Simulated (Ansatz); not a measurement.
One change: `[CH3][Hf]([OH])([OH])[OH]` becomes `[OH][Hf]([OH])([OH])[Br]`.

Ansatz, PBE0-D4/def2-TZVP geometries, multiplicity 1. Each molecule was computed in one conformer, which needn't be the lowest.

Elements past krypton have def2 core potentials. Scalar relativity is left out up to krypton.

| property | `[CH3][Hf]([OH])([OH])[OH]` |
| --- | --- |
| HOMO–LUMO gap (ωB97M-V/def2-TZVPP) / eV | 10.58 |
| ideal-gas entropy at 298 K and 1 bar (rigid rotor, harmonic PBE0-D4/def2-TZVP) / J/(mol·K) | 411 |
| LUMO energy (PBE0/def2-TZVPP) / eV | 0.04 |
| LUMO energy (PBE/def2-TZVPP) / eV | -0.65 |
| size of the dipole moment (B3LYP/def2-TZVPP) / D | 2.31 |
| zero-point energy (PBE0-D4/def2-TZVP) / kJ/mol | 187.1 |

Task: What does the change do to each property? (Estimate.)

Result: The calculation gave: 
| property | `[OH][Hf]([OH])([OH])[Br]` | shift |
| --- | --- | --- |
| HOMO–LUMO gap (ωB97M-V/def2-TZVPP) / eV | 11.22 | 0.64 |
| ideal-gas entropy at 298 K and 1 bar (rigid rotor, harmonic PBE0-D4/def2-TZVP) / J/(mol·K) | 411 | 0 |
| LUMO energy (PBE0/def2-TZVPP) / eV | -0.18 | -0.22 |
| LUMO energy (PBE/def2-TZVPP) / eV | -0.89 | -0.24 |
| size of the dipole moment (B3LYP/def2-TZVPP) / D | 3.83 | 1.52 |
| zero-point energy (PBE0-D4/def2-TZVP) / kJ/mol | 98.7 | -88.4 |

With PBE0 the HOMO falls by 0.82 eV and the LUMO falls by 0.22 eV, so the gap widens by about 0.60 eV. PBE moves the HOMO by -0.83 eV and ωB97M-V by -0.75 eV. The zero-point energy changes by -88.4 kJ/mol with -9 modes. Dipoles are sizes alone; their direction can turn.

B3LYP here is the variant with VWN-RPA as its local correlation; programs differ in this.

Spin–orbit coupling is left out; it splits and shifts lone-pair levels of the heavy atoms by tenths of an eV.
